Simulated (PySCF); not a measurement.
`C=CCC[C@@H](O)CC`, C7H14O

Molfile (atoms numbered from 1):
```
C7H14O
     RDKit          3D

 22 21  0  0  0  0  0  0  0  0999 V2000
    3.8333   -0.3605    0.1789 C   0  0  0  0  0  0  0  0  0  0  0  0
    2.7947    0.4709    0.0848 C   0  0  0  0  0  0  0  0  0  0  0  0
    1.5653    0.2277   -0.7301 C   0  0  0  0  0  0  0  0  0  0  0  0
    0.2899    0.1865    0.1076 C   0  0  0  0  0  0  0  0  0  0  0  0
   -0.9609   -0.1023   -0.7149 C   0  0  1  0  0  0  0  0  0  0  0  0
   -0.8314   -1.3052   -1.4436 O   0  0  0  0  0  0  0  0  0  0  0  0
   -2.2270   -0.1007    0.1363 C   0  0  0  0  0  0  0  0  0  0  0  0
   -3.4926   -0.3289   -0.6724 C   0  0  0  0  0  0  0  0  0  0  0  0
    4.7024   -0.1263    0.7993 H   0  0  0  0  0  0  0  0  0  0  0  0
    3.8533   -1.3085   -0.3693 H   0  0  0  0  0  0  0  0  0  0  0  0
    2.8178    1.4102    0.6545 H   0  0  0  0  0  0  0  0  0  0  0  0
    1.4619    1.0289   -1.4854 H   0  0  0  0  0  0  0  0  0  0  0  0
    1.6569   -0.7144   -1.2921 H   0  0  0  0  0  0  0  0  0  0  0  0
    0.3895   -0.5892    0.8903 H   0  0  0  0  0  0  0  0  0  0  0  0
    0.1565    1.1411    0.6455 H   0  0  0  0  0  0  0  0  0  0  0  0
   -1.0592    0.6813   -1.4884 H   0  0  0  0  0  0  0  0  0  0  0  0
   -0.7431   -2.0215   -0.8033 H   0  0  0  0  0  0  0  0  0  0  0  0
   -2.1238   -0.8854    0.9100 H   0  0  0  0  0  0  0  0  0  0  0  0
   -2.2858    0.8541    0.6858 H   0  0  0  0  0  0  0  0  0  0  0  0
   -3.6593    0.4925   -1.3874 H   0  0  0  0  0  0  0  0  0  0  0  0
   -4.3807   -0.3976   -0.0269 H   0  0  0  0  0  0  0  0  0  0  0  0
   -3.4131   -1.2581   -1.2551 H   0  0  0  0  0  0  0  0  0  0  0  0
  1  2  2  0
  2  3  1  0
  3  4  1  0
  4  5  1  0
  5  6  1  0
  5  7  1  0
  7  8  1  0
  1  9  1  0
  1 10  1  0
  2 11  1  0
  3 12  1  0
  3 13  1  0
  4 14  1  0
  4 15  1  0
  5 16  1  6
  6 17  1  0
  7 18  1  0
  7 19  1  0
  8 20  1  0
  8 21  1  0
  8 22  1  0
M  END
```

Method: TDDFT CAM-B3LYP/aug-cc-pVDZ excited states, vertical, gas phase (PySCF). Geometry: PBE0-D3(BJ)/def2-SVP.

Task: How strongly do the lowest singlets absorb one photon, and two photons of half the energy?

Result: δ for parallel linear polarisation; σ at the peak of a Lorentzian of half width 0.1 eV, single beam; Ω is circular over linear.
```csv
state,E (eV),f,photon λ (nm),δ (au),σ (GM),Ω,main
S1,6.55,0.036,379,49.3,0.77,1.25,"HOMO→LUMO 0.45, HOMO→LUMO+2 0.34"
S2,6.72,0.001,369,29.4,0.49,1.26,"HOMO−1→LUMO 0.40, HOMO→LUMO+1 0.17"
S3,6.96,0.069,356,53.1,0.94,1.06,"HOMO→LUMO+1 0.43, HOMO→LUMO+5 0.11"
S4,7.07,0.265,351,174,3.20,0.44,"HOMO→LUMO+6 0.44, HOMO→LUMO+3 0.30"
S5,7.25,0.005,342,38.3,0.74,0.83,"HOMO→LUMO+4 0.34, HOMO→LUMO 0.19"
S6,7.35,0.107,337,81.7,1.62,1.12,"HOMO→LUMO+3 0.26, HOMO→LUMO+7 0.26"
```

Among these, the strongest one-photon state is S4, the strongest two-photon state S4, with a dipole change of 3.7 D (relaxed, norm of the difference vector).
